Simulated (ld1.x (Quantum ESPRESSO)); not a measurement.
# Logarithmic derivatives: Pt, PAW

ld1.x (Quantum ESPRESSO) 7.5 input, shortened:

```
&input
   title='Pt', zed=78., rel=1, dft='PBE', iswitch=3,
   config='[Xe] 4f14 5d9 6s0.5 6p0'
 /
 &inputp
   pseudotype=3, lpaw=.true., tm=.true., lloc=-2, rcloc=1.90,
   nlcc=.true., new_core_ps=.true., rcore=1.25,
   which_augfun='PSQ', rmatch_augfun_nc=.true.
 /
6
5S  1  0   2.00   0.00  1.45  1.90  0.0
6S  2  0   0.50   0.00  1.45  1.90  0.0
5P  2  1   6.00   0.00  1.65  2.05  0.0
6P  3  1   0.00   0.00  1.65  2.05  0.0
5D  3  2   9.00   0.00  1.95  3.02  0.0
5D  3  2   0.00  -0.05  1.95  3.02  0.0
 &test
   configts(1)='5s2 5p6 5d9 6s0.5 6p0'
 /
```

The phase is arctan(r·u′/u) with u = r·R(r), unwrapped; energies in Ry, scanned from -10 to 5 Ry. A pole is an energy at which the radial function vanishes at the test radius. The pseudo phase is shifted by a multiple of π to meet the all-electron one at the reference energy, and phase errors are pseudo minus all-electron; the curves can meet again beyond the range given. Levels narrower than the energy grid can be missing from the lists of poles. n/a: not evaluated, since a narrow level or a reset projector energy made the automatic matching unsafe.

```csv
channel,radius (bohr),reference energy (Ry),"poles, all-electron","poles, pseudo",unbroken range about the reference energy with phases within 0.05 rad,phase error 1 Ry above the reference energy (rad)
s,3.32,-0.67,0.00,0.00,the whole range,-0.000
p,3.32,-0.26,1.09,1.08,n/a,n/a
d,3.32,-0.74,"-0.63, 3.00","-0.64, 1.97",below 0.6,-0.002
```

Phases in the s channel:

| E (Ry) | all-electron | pseudo |
| --- | --- | --- |
| -10.00 | 1.472 | 1.472 |
| -9.76 | 1.470 | 1.470 |
| -9.52 | 1.469 | 1.469 |
| -9.28 | 1.468 | 1.468 |
| -9.04 | 1.466 | 1.466 |
| -8.80 | 1.464 | 1.464 |
| -8.56 | 1.463 | 1.463 |
| -8.32 | 1.461 | 1.461 |
| -8.08 | 1.459 | 1.459 |
| -7.84 | 1.457 | 1.457 |
| -7.60 | 1.456 | 1.456 |
| -7.36 | 1.454 | 1.454 |
| -7.12 | 1.451 | 1.451 |
| -6.88 | 1.449 | 1.449 |
| -6.64 | 1.446 | 1.446 |
| -6.40 | 1.444 | 1.444 |
| -6.16 | 1.441 | 1.441 |
| -5.92 | 1.438 | 1.438 |
| -5.68 | 1.435 | 1.435 |
| -5.44 | 1.431 | 1.431 |
| -5.20 | 1.427 | 1.427 |
| -4.96 | 1.423 | 1.423 |
| -4.72 | 1.418 | 1.418 |
| -4.48 | 1.413 | 1.413 |
| -4.24 | 1.408 | 1.408 |
| -4.00 | 1.401 | 1.401 |
| -3.76 | 1.394 | 1.394 |
| -3.52 | 1.386 | 1.386 |
| -3.28 | 1.377 | 1.377 |
| -3.04 | 1.366 | 1.366 |
| -2.80 | 1.353 | 1.353 |
| -2.56 | 1.337 | 1.337 |
| -2.32 | 1.316 | 1.316 |
| -2.08 | 1.289 | 1.289 |
| -1.84 | 1.250 | 1.250 |
| -1.60 | 1.191 | 1.191 |
| -1.36 | 1.084 | 1.084 |
| -1.12 | 0.838 | 0.838 |
| -0.88 | 0.035 | 0.035 |
| -0.64 | -1.027 | -1.027 |
| -0.40 | -1.374 | -1.374 |
| -0.16 | -1.514 | -1.514 |
| 0.08 | -1.592 | -1.592 |
| 0.32 | -1.648 | -1.648 |
| 0.56 | -1.696 | -1.696 |
| 0.80 | -1.744 | -1.744 |
| 1.04 | -1.797 | -1.797 |
| 1.28 | -1.865 | -1.866 |
| 1.52 | -1.966 | -1.968 |
| 1.76 | -2.140 | -2.144 |
| 2.00 | -2.501 | -2.511 |
| 2.24 | -3.234 | -3.252 |
| 2.48 | -3.919 | -3.932 |
| 2.72 | -4.242 | -4.248 |
| 2.96 | -4.398 | -4.403 |
| 3.20 | -4.488 | -4.492 |
| 3.44 | -4.547 | -4.550 |
| 3.68 | -4.588 | -4.591 |
| 3.92 | -4.620 | -4.622 |
| 4.16 | -4.645 | -4.647 |
| 4.40 | -4.666 | -4.668 |
| 4.64 | -4.684 | -4.687 |
| 4.88 | -4.700 | -4.703 |
